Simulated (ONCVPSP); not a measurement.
Reading a pseudo-wave (V (Z = 23))

Columns: radius, all-electron u(r) and pseudo u(r) of the 3p shell (level -60.45 eV) of vanadium in the configuration [Ne] 3s2 3p6 3d3; PBEsol, scalar-relativistic, ONCV scheme, ONCVPSP 4.0.1.

| r (bohr) | all-electron | pseudo |
| --- | --- | --- |
| 0.078 | -0.3406 | 0.0258 |
| 0.155 | -0.5489 | 0.0986 |
| 0.232 | -0.4437 | 0.2107 |
| 0.310 | -0.1611 | 0.3518 |
| 0.388 | 0.1691 | 0.5061 |
| 0.465 | 0.4681 | 0.6567 |
| 0.542 | 0.7088 | 0.7927 |
| 0.620 | 0.8848 | 0.9055 |
| 0.698 | 0.9962 | 0.9868 |
| 0.775 | 1.0528 | 1.0342 |
| 0.852 | 1.0677 | 1.0503 |
| 0.930 | 1.0508 | 1.0384 |
| 1.008 | 1.0114 | 1.0042 |
| 1.085 | 0.9578 | 0.9543 |
| 1.162 | 0.8954 | 0.8940 |
| 1.240 | 0.8276 | 0.8272 |
| 1.318 | 0.7585 | 0.7584 |
| 1.395 | 0.6911 | 0.6910 |
| 1.472 | 0.6262 | 0.6261 |
| 1.550 | 0.5638 | 0.5637 |
| 1.628 | 0.5055 | 0.5054 |
| 1.705 | 0.4522 | 0.4521 |
| 1.782 | 0.4033 | 0.4032 |
| 1.860 | 0.3581 | 0.3581 |
| 1.938 | 0.3173 | 0.3172 |
| 2.015 | 0.2809 | 0.2808 |

**Question.** How many radial nodes do the two functions have?

**Answer.** The all-electron 3p function has n − l − 1 = 1; the pseudo-wave has 0, since the states of the same l below it are removed with the core.

**Question.** At about which radius was the pseudo-wave matched?

**Answer.** 1.40 bohr. The columns agree to 0.0005 from 1.24 bohr on; several derivatives are matched, so the curves merge somewhat inside the radius.

**Question.** Is the pseudo-wave norm-conserving?

**Answer.** Yes: the ONCV scheme keeps the norm inside the radius equal to the all-electron one, which fixes the energy derivative of the logarithmic derivative at the level.
